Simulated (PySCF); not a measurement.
trimethyl amine (C₃H₉N), singlet, geometry from GFN2-xTB; MP2/6-31G** (PySCF).

PySCF was given this input:
```python
from pyscf import gto, scf, mp

mol = gto.M(
    atom='''
N    -0.00261790    0.00013854    0.37401739
C    -0.00152192    1.37970834   -0.06300031
C     1.19627023   -0.68818901   -0.05385049
C    -1.19343643   -0.69158875   -0.07057579
H     0.00601956    1.47958855   -1.16082857
H     0.87937092    1.88014242    0.33668072
H    -0.88934309    1.87762614    0.32430169
H     1.29087415   -0.73861551   -1.15101370
H     1.18494027   -1.70346684    0.34014693
H     2.06712214   -0.17042002    0.34575384
H    -1.27253017   -0.74226236   -1.16895468
H    -2.07126594   -0.17630754    0.31678972
H    -1.18473380   -1.70683808    0.32356185
''',
    basis='6-31g**',
    verbose=4,
)

mf = scf.RHF(mol)
mf.kernel()

pt = mp.MP2(mf)
pt.kernel()
print('E(MP2) = %.10f' % pt.e_tot)
```

Q: What does PySCF print? Leave out banner, timings and long lists.

A: 
```
PySCF version 2.14.0

[INPUT] verbose = 4
[INPUT] num. atoms = 13
[INPUT] num. electrons = 34
[INPUT] charge = 0
[INPUT] spin (= nelec alpha-beta = 2S) = 0
[INPUT] symmetry False subgroup None
[INPUT] Mole.unit = angstrom
[INPUT] Symbol           X                Y                Z      unit          X                Y                Z       unit  Magmom
[INPUT]  1 N     -0.002617900000   0.000138540000   0.374017390000 AA   -0.004947114021   0.000261802657   0.706790432925 Bohr   0.0
[INPUT]  2 C     -0.001521920000   1.379708340000  -0.063000310000 AA   -0.002876011983   2.607270894378  -0.119053331663 Bohr   0.0
[INPUT]  3 C      1.196270230000  -0.688189010000  -0.053850490000 AA    2.260623105670  -1.300488750836  -0.101762677774 Bohr   0.0
[INPUT]  4 C     -1.193436430000  -0.691588750000  -0.070575790000 AA   -2.255267999779  -1.306913328330  -0.133368914125 Bohr   0.0
[INPUT]  5 H      0.006019560000   1.479588550000  -1.160828570000 AA    0.011375319790   2.796017136542  -2.193648074871 Bohr   0.0
[INPUT]  6 H      0.879370920000   1.880142420000   0.336680720000 AA    1.661770200707   3.552954248977   0.636234352221 Bohr   0.0
[INPUT]  7 H     -0.889343090000   1.877626140000   0.324301690000 AA   -1.680614870874   3.548199168924   0.612841375834 Bohr   0.0
[INPUT]  8 H      1.290874150000  -0.738615510000  -1.151013700000 AA    2.439398604781  -1.395781025256  -2.175100658622 Bohr   0.0
[INPUT]  9 H      1.184940270000  -1.703466840000   0.340146930000 AA    2.239212584268  -3.219085789878   0.642784539812 Bohr   0.0
[INPUT] 10 H      2.067122140000  -0.170420020000   0.345753840000 AA    3.906294710625  -0.322047163943   0.653380064117 Bohr   0.0
[INPUT] 11 H     -1.272530170000  -0.742262360000  -1.168954680000 AA   -2.404733506546  -1.402672572973  -2.209004197229 Bohr   0.0
[INPUT] 12 H     -2.071265940000  -0.176307540000   0.316789720000 AA   -3.914125357740  -0.333172964296   0.598645809878 Bohr   0.0
[INPUT] 13 H     -1.184733800000  -1.706838080000   0.323561850000 AA   -2.238822412515  -3.225456510178   0.611443280858 Bohr   0.0

nuclear repulsion = 139.207632408996
number of shells = 51
number of NR pGTOs = 171
number of NR cGTOs = 101
basis = 6-31g**
ecp = {}

******** <class 'pyscf.scf.hf.RHF'> ********
method = RHF
initial guess = minao
damping factor = 0
level_shift factor = 0
DIIS = <class 'pyscf.scf.diis.CDIIS'>
diis_start_cycle = 1
diis_space = 8
diis_damp = 0
SCF conv_tol = 1e-09
SCF conv_tol_grad = None
SCF max_cycles = 50
direct_scf = True
direct_scf_tol = 1e-13
Set gradient conv threshold to 3.16228e-05
Initial guess from minao.
init E= -173.816402729562
  HOMO = -0.217809360770996  LUMO = 0.146151075327004  gap/eV = 9.90387
cycle= 1 E= -173.241274226273  delta_E= 0.575  |g|= 0.351  |ddm|= 2.89
  HOMO = -0.353896106861208  LUMO = 0.208480746514608  gap/eV = 15.30305
cycle= 2 E= -173.279130378791  delta_E= -0.0379  |g|= 0.0974  |ddm|= 0.363
  HOMO = -0.342137759480857  LUMO = 0.224646761666306  gap/eV = 15.42299
cycle= 3 E= -173.281904991204  delta_E= -0.00277  |g|= 0.0325  |ddm|= 0.106
  HOMO = -0.348163239659522  LUMO = 0.22232905068719  gap/eV = 15.52389
cycle= 4 E= -173.282231971286  delta_E= -0.000327  |g|= 0.00357  |ddm|= 0.0451
  HOMO = -0.348289288128366  LUMO = 0.222464852957684  gap/eV = 15.53101
cycle= 5 E= -173.28224060779  delta_E= -8.64e-06  |g|= 0.00102  |ddm|= 0.0123
  HOMO = -0.348446045840201  LUMO = 0.222455161999961  gap/eV = 15.53501
cycle= 6 E= -173.282241372027  delta_E= -7.64e-07  |g|= 0.000285  |ddm|= 0.00402
  HOMO = -0.348531496553953  LUMO = 0.222452865410125  gap/eV = 15.53728
cycle= 7 E= -173.282241429537  delta_E= -5.75e-08  |g|= 0.000104  |ddm|= 0.0011
  HOMO = -0.348504144425943  LUMO = 0.222456471956216  gap/eV = 15.53663
cycle= 8 E= -173.28224143379  delta_E= -4.25e-09  |g|= 2.4e-05  |ddm|= 0.000243
  HOMO = -0.348510023017936  LUMO = 0.222456110031969  gap/eV = 15.53678
cycle= 9 E= -173.282241434004  delta_E= -2.14e-10  |g|= 4.06e-06  |ddm|= 4.37e-05
  HOMO = -0.348509146335569  LUMO = 0.222456264177898  gap/eV = 15.53676
Extra cycle  E= -173.282241434016  delta_E= -1.21e-11  |g|= 1.69e-06  |ddm|= 1.17e-05
converged SCF energy = -173.282241434016

******** <class 'pyscf.mp.mp2.RMP2'> ********
nocc = 17, nmo = 101
E(RMP2) = -173.905730841194  E_corr = -0.623489407177625
E(SCS-RMP2) = -173.908496455923  E_corr = -0.626255021906698
E_corr(same-spin) = -0.140691076968983
E_corr(oppo-spin) = -0.482798330208642
E(MP2) = -173.9057308412
```
